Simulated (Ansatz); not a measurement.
A nudged elastic band was laid between two geometries of AlF2H3OSSi (9 atoms, charge 0, multiplicity 1).

Computed with RKS B3LYP-D4/def2-SVP in Ansatz.

```
movable images  : 5
climbing image  : yes
spring          : 5.0 eV/Å²
optimiser       : quadratic models (default)
start path      : IDPP
force threshold : 0.05 eV/Å
iteration limit : 60
end points      : relaxed
```

First end point:

```xyz
9
Properties=species:S:1:pos:R:3
F -0.130 -1.137 2.112
Si 0.727 -0.505 0.901
F 1.883 0.388 1.577
S 1.732 -2.005 -0.215
O -0.266 0.402 0.004
Al -1.213 1.469 -0.947
H 0.581 -2.478 -0.750
H -2.102 0.808 -2.066
H -1.123 3.010 -0.634
```

Last end point:

```xyz
9
Properties=species:S:1:pos:R:3
F -0.181 -1.716 1.783
Si 0.611 -0.620 0.911
F 1.341 0.361 1.962
S 2.017 -1.709 -0.248
O -0.408 0.266 0.023
Al -1.583 1.093 -0.913
H 2.429 -0.604 -0.915
H -3.084 1.013 -0.443
H -1.054 1.869 -2.178
```

Task: What changes between the two ends?

Result: No bond is made or broken. The dihedral O5–Si2–S4–H7 goes from -52 to 53°. The two ends are copies of one structure, up to a mirror image or an exchange of like atoms.

Task: Give the energies along the band, and the barrier.

Result: The run converged. The highest image is number 3 of 0 to 6, 4.1 kJ/mol above the ends, which have the same energy within 2 meV. A vibrational analysis at the climbing image gives 2 clearly imaginary modes (140i, 44i cm⁻¹): a point of higher order, so a lower path passes nearby.

```json
{"image": "0", "path coordinate (Å)": "0.00", "energy (kJ/mol)": "0.0", "dihedral O5–Si2–S4–H7 (°)": "-52"}
{"image": "1", "path coordinate (Å)": "0.70", "energy (kJ/mol)": "0.5", "dihedral O5–Si2–S4–H7 (°)": "-48"}
{"image": "2", "path coordinate (Å)": "1.41", "energy (kJ/mol)": "2.1", "dihedral O5–Si2–S4–H7 (°)": "-33"}
{"image": "3", "path coordinate (Å)": "2.11", "energy (kJ/mol)": "4.1", "dihedral O5–Si2–S4–H7 (°)": "0"}
{"image": "4", "path coordinate (Å)": "2.82", "energy (kJ/mol)": "2.1", "dihedral O5–Si2–S4–H7 (°)": "34"}
{"image": "5", "path coordinate (Å)": "3.53", "energy (kJ/mol)": "0.5", "dihedral O5–Si2–S4–H7 (°)": "48"}
{"image": "6", "path coordinate (Å)": "4.24", "energy (kJ/mol)": "0.0", "dihedral O5–Si2–S4–H7 (°)": "53"}
```

Task: What is the geometry of the highest image?

Result: 
```xyz
9
Properties=species:S:1:pos:R:3
F -0.155 -1.430 2.034
Si 0.694 -0.570 0.968
F 1.588 0.418 1.874
S 1.952 -1.856 -0.165
O -0.299 0.286 0.020
Al -1.400 1.250 -0.874
H 1.415 -1.435 -1.333
H -2.810 0.626 -1.192
H -0.897 2.665 -1.349
```

The band took 6 iterations and about 4 core-minutes.

The run took 110 s on 2 threads of Arm Neoverse V1, on a shared host, peak memory 0.27 GiB.
